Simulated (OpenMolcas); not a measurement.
# Multiplet structure of Co+

* Program: OpenMolcas 26.06
* Method: MS-RASPT2, IPEA 0.25 Eh, imaginary shift 0.1 Eh (closed shells correlated: 3s 3p)
* Basis: ANO-RCC-VTZP [6s5p3d2f1g]
* Scalar Hamiltonian: DKH2, point nucleus
* Active space: 8 electrons in 9 orbitals (RAS2 3d 4s; RAS3 4p, at most 2 electrons)
* State averaging: 2S+1 = 3 even, 55 roots; 2S+1 = 5 even, 10 roots kept (CI in the orbitals of an earlier block); 2S+1 = 1 even, 49 roots kept (CI in the orbitals of an earlier block); 2S+1 = 3 odd, 21 roots; 2S+1 = 5 odd, 22 roots kept (CI in the orbitals of an earlier block); 2S+1 = 1 odd, 9 roots kept (CI in the orbitals of an earlier block, 0 in the spin-orbit step)
* Spin-orbit coupling: state interaction with AMFI integrals over the reference wave functions, term energies averaged over their components

Spin-free terms above the lowest, with the occupations of the reference:

| Configuration | Term | E (cm-1) | Occupations |
| --- | --- | --- | --- |
| 3d8 | 3F | 0.0 | 3d 7.99 4p 0.01 |
| 3d7 4s | 5F | 1597 | 3d 6.99 4s 1.00 4p 0.01 |
| 3d7 4s | 3F(1) | 8180 | 3d 6.99 4s 1.00 4p 0.01 |
| 3d8 | 1D | 9030 | 3d 7.96 4s 0.03 4p 0.01 |
| 3d8 | 3P | 12450 | 3d 7.98 4s 0.01 4p 0.01 |
| 3d7 4s | 5P | 16000 | 3d 6.99 4s 1.00 4p 0.01 |
| 3d8 | 1G | 17620 | 3d 7.98 4p 0.01 |
| 3d7 4s | 3G | 19250 | 3d 6.99 4s 1.00 4p 0.01 |
| 3d7 4s | 3P(2) | 22520 | 3d 6.99 4s 1.00 4p 0.01 |
| 3d7 4s | 3P(1) | 22630 | 3d 7.00 4s 0.99 4p 0.01 |
| 3d7 4s | 1G | 22810 | 3d 6.99 4s 0.99 4p 0.01 |
| 3d7 4s | 3H | 25220 | 3d 6.99 4s 1.00 4p 0.01 |
| 3d7 4s | 1P | 25420 | 3d 6.99 4s 1.00 4p 0.01 |
| 3d7 4s | 3D | 25500 | 3d 6.99 4s 1.00 4p 0.01 |
| 3d7 4s | 1H | 28410 | 3d 6.99 4s 1.00 4p 0.01 |
| 3d7 4s | 1D | 29320 | 3d 7.02 4s 0.97 4p 0.01 |
| 3d7 4s | 3F(2) | 39080 | 3d 6.99 4s 1.00 4p 0.01 |

With spin-orbit coupling, above the lowest level:

| Configuration | Term | J | E (cm-1) | Measured (cm-1) | g | Term weight % | Second |
| --- | --- | --- | --- | --- | --- | --- | --- |
| 3d8 | 3F | 4 | 0.0 | 0.0 | 1.250 | 100 |  |
| 3d8 | 3F | 3 | 1064 | 950 | 1.084 | 100 |  |
| 3d7 4s | 5F | 5 | 1575 | 3350 | 1.401 | 100 |  |
| 3d8 | 3F | 2 | 1769 | 1597 | 0.669 | 99 |  |
| 3d7 4s | 5F | 4 | 2240 | 4029 | 1.350 | 100 |  |
| 3d7 4s | 5F | 3 | 2760 | 4561 | 1.250 | 100 |  |
| 3d7 4s | 5F | 2 | 3140 | 4950 | 1.000 | 100 |  |
| 3d7 4s | 5F | 1 | 3400 | 5205 | -0.001 | 100 |  |
| 3d7 4s | 3F(1) | 4 | 8300 |  | 1.250 | 99 |  |
| 3d7 4s | 3F(1) | 3 | 9190 |  | 1.084 | 100 |  |
| 3d8 | 1D | 2 | 9640 |  | 0.898 | 55 | 34 3d7 4s 3F(1) |
| 3d7 4s | 3F(1) | 2 | 9910 |  | 0.791 | 65 | 30 3d8 1D |
| 3d8 | 3P | 2 | 13160 |  | 1.476 | 89 | 5 3d7 4s 3P(1) |
| 3d8 | 3P | 1 | 13510 |  | 1.502 | 94 | 6 3d7 4s 3P(1) |
| 3d8 | 3P | 0 | 13770 |  |  | 94 | 5 3d7 4s 3P(1) |
| 3d7 4s | 5P | 3 | 16520 |  | 1.668 | 100 |  |
| 3d7 4s | 5P | 2 | 16790 |  | 1.827 | 98 |  |
| 3d7 4s | 5P | 1 | 17120 |  | 2.489 | 99 |  |
| 3d8 | 1G | 4 | 18430 |  | 1.000 | 91 | 9 3d7 4s 1G |
| 3d7 4s | 3G | 5 | 19680 |  | 1.199 | 99 |  |
| 3d7 4s | 3G | 4 | 20070 |  | 1.048 | 97 |  |
| 3d7 4s | 3G | 3 | 20450 |  | 0.750 | 100 |  |
| 3d7 4s | 3P(1) | 2 | 22810 |  | 1.492 | 54 | 40 3P(2) |
| 3d7 4s | 3P(2) | 1 | 22950 |  | 1.449 | 66 | 21 3P(1) |
| 3d7 4s | 3P(2) | 0 | 23080 |  |  | 61 | 35 3P(1) |
| 3d7 4s | 3P(2) | 2 | 23410 |  | 1.495 | 60 | 34 3P(1) |
| 3d7 4s | 1G | 4 | 23560 |  | 0.994 | 87 | 8 3d8 1G |
| 3d7 4s | 3P(1) | 1 | 23840 |  | 1.476 | 68 | 25 3P(2) |
| 3d7 4s | 3P(1) | 0 | 24460 |  |  | 59 | 39 3P(2) |
| 3d7 4s | 3H | 6 | 25760 |  | 1.167 | 100 |  |
| 3d7 4s | 1P | 1 | 25880 |  | 0.875 | 56 | 34 3D |
| 3d7 4s | 3D | 3 | 26010 |  | 1.334 | 100 |  |
| 3d7 4s | 3H | 5 | 26100 |  | 1.034 | 98 |  |
| 3d7 4s | 3H | 4 | 26510 |  | 0.809 | 95 | 4 1G |
| 3d7 4s | 3D | 2 | 26640 |  | 1.180 | 93 | 4 3P(1) |
| 3d7 4s | 3D | 1 | 27610 |  | 0.713 | 61 | 35 1P |
| 3d7 4s | 1H | 5 | 29280 |  | 1.001 | 99 |  |
| 3d7 4s | 1D | 2 | 30310 |  | 1.009 | 87 | 9 3d8 1D |
| 3d7 4s | 3F(2) | 2 | 39720 |  | 0.666 | 100 |  |
| 3d7 4s | 3F(2) | 3 | 39840 |  | 1.083 | 100 |  |

Against the 7 measured excited levels shown (NIST Handbook of Basic Atomic Spectroscopic Data) the mean absolute deviation is 1300 cm-1; the largest miss in energy is 3d7 4s 5F1: computed 3400, measured 5205 cm-1 (-34.8 %), and the largest in proportion 3d7 4s 5F5 (-53.0 %).

Spin-orbit coupling puts the lowest level 802 cm-1 below the lowest spin-free term.

For 3F the intervals divided by the larger J are -235.2, -266.0 cm-1. Landé's interval rule makes them equal in pure LS coupling; they differ by 12 % of their mean. The multiplet is inverted.

Term energies are means over components that CASPT2 splits; among the terms shown or strongly mixed into the levels shown the widest spread is 3400 cm-1 (3d8 3F). Some high roots are left out of the spin-orbit mixing, which shifts the levels that they would mix with. Terms from blocks run as CI alone lack orbitals of their own. A single d shell beside an s shell can misplace configurations of different d count against each other. The CASPT2 spread within a term exceeds the gap to the next term for 3d8 3F and 3d7 4s 5F, 3d7 4s 3F(1) and 3d8 1D, 3d7 4s 5P and 3d8 1G and others, so the order of their levels is uncertain, and so are names and mixing where such terms share a J. Computed and measured levels are paired by configuration, term and J; levels that our copy of the source lacks, or whose pairing is in doubt (as where it misses far off the trend of its configuration), stay unpaired and out of the deviations. Only configurations of the active space appear. The first state left out of the spin-orbit step lies near 60000 cm-1 above the lowest spin-free state of the reference (among the parities and spins computed), and the list stops at four fifths of that energy or lower. The table shows the lowest 40 of 50 levels.

The term weight is that of the spin-free term in the level, not the purity of its configuration. A number in round brackets counts repeated terms of one configuration in the order of the reference energies.
